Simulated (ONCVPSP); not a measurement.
# Cutoff test, nickel, ONCV

- Element: nickel
- Generator: ONCVPSP 4.0.1
- Type: optimised norm-conserving Vanderbilt (ONCV)
- Functional: PBE
- Relativity: fully relativistic
- Frozen core: [Ne]
- Valence charge: 18
- Reference configuration: 3s2 3p6 3d8 4s1 (charge +1)
- Partial waves: 3s+4s: rc 1.45 bohr, ncon 3, nbas 7, qcut 6.5 1/bohr, 2 projectors; 3p: rc 1.05 bohr, ncon 4, nbas 8, qcut 11.3 1/bohr, 3 projectors, debl 1.2 Ha; 3d: rc 1.00 bohr, ncon 5, nbas 10, qcut 15.9 1/bohr, 2 projectors, debl 3.8 Ha
- Local potential: polynomial inside 0.80 bohr (lpopt 5, dvloc0 3 Ha)
- Core correction: Teter function, fcfact 3, rcfact 1.5

Open shells are filled in proportion to 2j + 1.

In the p channel the program set the typed energies aside and used -2.931, 0.250, 1.450 Ha (j = l + 1/2; the other j can differ).

Problem. For each optimised wave give the share of its norm inside rc, the residual kinetic energy above qcut (Ha) and the cutoffs (Ha) for errors of 10, 1, 0.1 and 0.01 mHa per electron.

Solution.

```json
{"wave": "3s", "norm inside rc": "0.981", "residual KE": "7.4e-06", "10 mHa": "12.0", "1 mHa": "15.5", "0.1 mHa": "18.3", "0.01 mHa": "20.7"}
{"wave": "4s", "norm inside rc": "0.089", "residual KE": "2.2e-05", "10 mHa": "8.8", "1 mHa": "12.3", "0.1 mHa": "15.2", "0.01 mHa": "50.9"}
{"wave": "3p j=3/2", "norm inside rc": "0.819", "residual KE": "3.0e-07", "10 mHa": "32.3", "1 mHa": "41.1", "0.1 mHa": "48.8", "0.01 mHa": "54.9"}
{"wave": "p projector 2 j=3/2", "norm inside rc": "0.019", "residual KE": "2.8e-07", "10 mHa": "20.9", "1 mHa": "31.0", "0.1 mHa": "39.8", "0.01 mHa": "47.0"}
{"wave": "p projector 3 j=3/2", "norm inside rc": "0.022", "residual KE": "5.8e-07", "10 mHa": "22.9", "1 mHa": "32.6", "0.1 mHa": "41.0", "0.01 mHa": "47.9"}
{"wave": "3p j=1/2", "norm inside rc": "0.828", "residual KE": "3.3e-07", "10 mHa": "33.2", "1 mHa": "42.3", "0.1 mHa": "50.3", "0.01 mHa": "56.1"}
{"wave": "p projector 2 j=1/2", "norm inside rc": "0.019", "residual KE": "2.2e-07", "10 mHa": "21.5", "1 mHa": "31.9", "0.1 mHa": "40.7", "0.01 mHa": "48.3"}
{"wave": "p projector 3 j=1/2", "norm inside rc": "0.022", "residual KE": "4.5e-07", "10 mHa": "23.5", "1 mHa": "33.5", "0.1 mHa": "42.2", "0.01 mHa": "49.4"}
{"wave": "3d j=5/2", "norm inside rc": "0.608", "residual KE": "8.9e-06", "10 mHa": "84.5", "1 mHa": "100.9", "0.1 mHa": "113.6", "0.01 mHa": "126.2"}
{"wave": "d projector 2 j=5/2", "norm inside rc": "0.053", "residual KE": "1.2e-05", "10 mHa": "78.5", "1 mHa": "98.8", "0.1 mHa": "114.0", "0.01 mHa": "127.8"}
{"wave": "3d j=3/2", "norm inside rc": "0.613", "residual KE": "9.1e-06", "10 mHa": "84.7", "1 mHa": "101.1", "0.1 mHa": "113.8", "0.01 mHa": "126.4"}
{"wave": "d projector 2 j=3/2", "norm inside rc": "0.053", "residual KE": "1.3e-05", "10 mHa": "78.7", "1 mHa": "98.9", "0.1 mHa": "114.1", "0.01 mHa": "128.0"}
```

The occupied waves need 101 Ha and 114 Ha for 1 and 0.1 mHa.
